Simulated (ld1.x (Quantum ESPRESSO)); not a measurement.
hafnium (Hf): TM pseudisation with BLYP, non-relativistic reference atom.

ld1.x (Quantum ESPRESSO) 7.5 input, shortened:

```
&input
   title='Hf', zed=72., rel=0, dft='BLYP', iswitch=3,
   config='[Xe] 4f14 5d2 6s1 6p0'
 /
 &inputp
   pseudotype=2, tm=.true., lloc=1,
   nlcc=.true., new_core_ps=.true.
 /
3
6S  1  0   1.00   0.00  2.20  2.20  0.0
5D  3  2   2.00   0.00  2.55  2.55  0.0
6P  2  1   0.00   0.00  2.75  2.75  0.0
 &test
   configts(1)='5d2 6s1 6p0'
 /
```

All-electron outer shells of the reference configuration (BLYP, non-relativistic, ld1.x):

| shell | level (eV) | outermost node (bohr) | outermost maximum (bohr) |
| --- | --- | --- | --- |
| 4f | -29.89 | – | 0.45 |
| 5d | -9.96 | 0.67 | 1.65 |
| 6s | -9.84 | 1.49 | 3.04 |
| 6p | -6.25 | 1.70 | 3.71 |

Question: Estimate the cutoffs (Ry, on a coarse ladder) from which the occupation-weighted sum of valence levels, in a spherical-Bessel basis at the reference potential, stays within 10 and 1 mRy of its value at 400 Ry.

Answer: 21 Ry and 40 Ry.

Question: What does a ghost test show?

Answer: Ghost state, extra bound levels that the all-electron valence spectrum of the same l lacks: s at -125.7 eV. A true bound ghost makes a file unfit for plane-wave use. The logarithmic derivative shows an extra or strongly shifted pseudo pole above the reference energy (p near 0.83 Ry).

Question: Tests: 5d2 6s2 6p0; 5d2 6s0 6p0; 5d1 6s0 6p0; 5d2 6s1 6p1; 5d3 6s1 6p0; 5d2 6s0 6p1; 5d2.5 6s1.5 6p0. Which has the largest error in its energy relative to the reference configuration, and how large is it?

Answer: 5d1 6s0 6p0, with -319 meV (all-electron minus pseudo) on +35.38 eV.
